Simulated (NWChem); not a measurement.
# BGeH3F2; SMILES F[B](F)[GeH3]

### Question
Give the equilibrium geometry at PBE0/def2-SVP (NWChem) as an XYZ file, with the point group.

### Answer
point group Cs; any orientation.
```
7

B     -0.0004     1.0399    -0.0052
F     -1.1213     1.7330     0.0044
F      1.1210     1.7324     0.0046
Ge    -0.0012    -1.0362    -0.0040
H     -0.0046    -1.5427     1.4512
H     -1.2549    -1.5855    -0.7049
H      1.2550    -1.5867    -0.6996
```
